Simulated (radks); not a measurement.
Neutral silicon, 14 electrons, occupied as [Ne] 3s2 3p2.

All-electron calculation, scalar-relativistic Kohn-Sham, exchange-only r2SCAN, spin-polarised, spherical densities, finite nucleus; open shells are filled with parallel spins first; meta-GGA in the generalised Kohn-Sham scheme; Fermi nuclear charge, rms radius 3.1224 fm. Program: a radial shooting solver on a logarithmic mesh with Libxc functionals.

Energy parts (eV):
| part | energy |
|---|---|
| total | -7877.416 |
| kinetic | 7908.785 |
| electron-nucleus | -18828.621 |
| Hartree | 3595.090 |
| exchange | -552.669 |

Orbitals (lengths in bohr, moments of r in powers of bohr; <r^-3> diverges for s and p1/2):
| orbital | occ. | eigenvalue (eV) | <1/r> | <r^2> | <r^-3> | <r^4> |
|---|---|---|---|---|---|---|
| 1s up | 1 | -1797.003 | 13.64 | 0.01668 | - | 0.0007234 |
| 1s down | 1 | -1796.802 | 13.64 | 0.01667 | - | 0.0007230 |
| 2s up | 1 | -142.9607 | 2.594 | 0.3816 | - | 0.2700 |
| 2s down | 1 | -142.8006 | 2.592 | 0.3815 | - | 0.2686 |
| 2p up | 3 | -96.8029 | 2.462 | 0.3634 | 48.32 | 0.2968 |
| 2p down | 3 | -96.5232 | 2.461 | 0.3625 | 48.26 | 0.2926 |
| 3s up | 1 | -11.6123 | 0.6084 | 5.666 | - | 54.80 |
| 3s down | 1 | -8.7537 | 0.6154 | 5.659 | - | 56.22 |
| 3p up | 2 | -4.3444 | 0.4838 | 9.072 | 2.313 | 155.2 |
| 3p down | 0 | -1.5429 | 0.4824 | 9.318 | 2.334 | 171.3 |

The highest occupied level is 3p up at -4.344 eV. The spin density at the nucleus is -0.1940 e/bohr^3 (1s -0.1361, 2s 0.1310, 3s -0.1888). The electron density at the nucleus is 1911 e/bohr^3 (large components only). For comparison, the ionisation energy in NIST's Atomic Spectra Database is 8.152 eV (measured). In exact Kohn-Sham theory the highest level is minus the ionisation energy, but local and semilocal functionals leave it too shallow, through self-interaction and a potential that decays too fast; potentials with the right tail come closer. Spin moment in Bohr magnetons: 2. The density falls to 0.001 e/bohr^3 at r = 4.44 bohr.
